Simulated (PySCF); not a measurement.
Species: C₄H₂F₂O.
SMILES with atom numbers: `[O:1]=[CH:2][C:3]([F:4])=[C:5]=[CH:6][F:7]` (hydrogens: H8 on C2; H9 on C6)

A GFN2-xTB structure was refined with PySCF 2.14.0, PBE0-D3(BJ)/def2-TZVP geometry optimisation, gas phase. Its GFN2-xTB values:

```
 coordinate  GFN2-xTB
      O1=C2   1.198 Å
      C2–C3   1.480 Å
      C2–H8   1.105 Å
      C3–F4   1.349 Å
      C3=C5   1.308 Å
      C5=C6   1.297 Å
      C6–F7   1.334 Å
      C6–H9   1.084 Å
   O1–C2–C3    125.2°
   C2–C3–F4    113.5°
   C2–C3–C5    125.0°
   C3–C5–C6    176.0°
   F4–C3–C5    121.5°
   C5–C6–F7    123.4°
O1–C2–C3–F4      177°
```

Question: How do these coordinates change at the PBE0-D3(BJ)/def2-TZVP level?

Answer: 
```tsv
coordinate	PBE0-D3(BJ)/def2-TZVP (Å or °)	change
C2–C3	1.489	+0.009
C3–F4	1.340	-0.009
C3=C5	1.303	-0.005
C2–H8	1.109	+0.004
C6–F7	1.330	-0.004
C5=C6	1.298	+0.001
C6–H9	1.085	+0.001
O1=C2	1.197	-0.001
C3–C5–C6	173.9	-2.1
C2–C3–F4	112.5	-1.0
O1–C2–C3	124.2	-1.0
F4–C3–C5	122.3	+0.8
C5–C6–F7	123.0	-0.4
C2–C3–C5	125.2	+0.2
O1–C2–C3–F4	178	+1
```

The energy falls by 0.010 eV over 10 energy and gradient evaluations, the largest force component goes from 0.0113 to 3.5e-04 Eh/bohr, and the atoms move by 0.023 Å rms after alignment. Among the bonds, C2–C3 and C3–F4 change most and about equally (-0.009 to +0.009 Å). Bonds longer at the end by more than 0.005 Å: 1 of 8; shorter: 2. Rotational constants go from 4046, 1617, 1212 to 4072, 1624, 1217 MHz.

The run used 229 basis functions and 86 SCF cycles in all.

No PBE0-D3(BJ)/def2-TZVP frequencies stand behind this structure, so it isn't proved a minimum. The numbers are those of one conformer.

The values belong to the conformer `[O:1]=[CH:2][C:3]([F:4])=[C:5]=[CH:6][F:7]`: O1–C2–C3–F4 178°.
